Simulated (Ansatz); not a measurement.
The C3–H5 bond of C2H6Mg (SMILES C[CH2][MgH]) is stretched (multiplicity 1, the rest rigid).
Geometry at rest (charge 0, multiplicity 1):
```xyz
9

Mg    -0.144     0.331     1.394
H     -0.337     1.190     2.856
C      0.093    -0.719    -0.414
C      0.132     0.136    -1.693
H     -0.716    -1.455    -0.491
H      1.011    -1.315    -0.346
H      0.955     0.855    -1.678
H     -0.788     0.714    -1.825
H      0.257    -0.467    -2.599
```

Frozen-core correlation.

Run with Ansatz (Gaussian orbitals). 

FIC-MRCISD+Q on CASSCF(2,2)/def2-SVP, total energies (hartree):

```tsv
R (Å)	CASSCF	MRCISD	weight c² of the reference
1.097	-278.683772	-279.005430	0.89246
1.919	-278.591249	-278.903420	0.89204
3.509	-278.534900	-278.842494	0.89257
```

**Question.** Add the Davidson correction (E_MRCISD − E_CASSCF)(1 − c²)/c² and give the energies above the first point at the three levels.

**Answer.** 
Corrections (hartree): -0.038758, -0.037783, -0.037022. Above the first point (kcal/mol):
- R = 1.919 Å: CASSCF 58.1, MRCISD 64.0, with the correction 64.6
- R = 3.509 Å: CASSCF 93.4, MRCISD 102.2, with the correction 103.3

Ansatz is a first-principles code.
